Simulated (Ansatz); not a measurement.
**Pulling the pair apart**

The pair of Ag⁺ (SMILES [Ag+], atom 1) and H₂O₂ (SMILES OO, atoms 2–5), both closed shells, in one local arrangement (a lower one may exist), relaxed at PBE0-D4/def2-TZVP:

```
5
angstrom
Ag -0.2507 -0.0338 -2.2186
O -0.5031 0.0782 0.0385
O 0.8337 -0.0943 0.5019
H -1.0035 -0.5847 0.5409
H 0.9236 0.6346 1.1374
```

H₂O₂ is shifted rigidly along the line between the mean atom positions of the two fragments (negative: closer). Counterpoise interaction energies in kcal/mol. Computed with Ansatz 0.2.0 (basis: def2-TZVPPD); correlated methods freeze the cores. Filled d shells of the heavier atoms are correlated. Core potentials replace the inner electrons of the atoms past krypton. B3LYP uses VWN-RPA correlation.

```tsv
shift (Å)	PBE0-D4	MP2	B3LYP-D4
-0.23	-24.62	-22.77	-24.75
-0.11	-27.53	-25.60	-27.96
0.00	-28.20	-26.19	-28.86
0.11	-27.58	-25.51	-28.44
0.27	-25.55	-23.54	-26.51
0.57	-20.82	-19.09	-21.72
1.14	-13.44	-12.39	-13.97
2.27	-6.50	-6.30	-6.60
```

Problem. What does CCSD(T) give at these shifts? (An estimate is asked for; the value comes from the calculation.)

Solution. Computed: -21.16, -24.46, -25.37, -24.93, -23.16, -18.90, -12.27, -6.21 kcal/mol. For zero shift, CCSD(T) at an estimated basis limit (MP2 extrapolated from triple and quadruple zeta, plus CCSD(T) − MP2 in triple zeta) gives -27.97 kcal/mol. These are counterpoise interaction energies, counted from the two frozen fragments.

T1 diagnostic: at most 0.013.

For scale, one of the runs: CCSD(T)/def2-TZVPPD, 170 basis functions (an equivalent command: `ansatz run in.yaml --threads 2`). Time: 71 s of wall clock on 2 CPU threads; the host was shared. Peak host memory: 1.8 GiB.
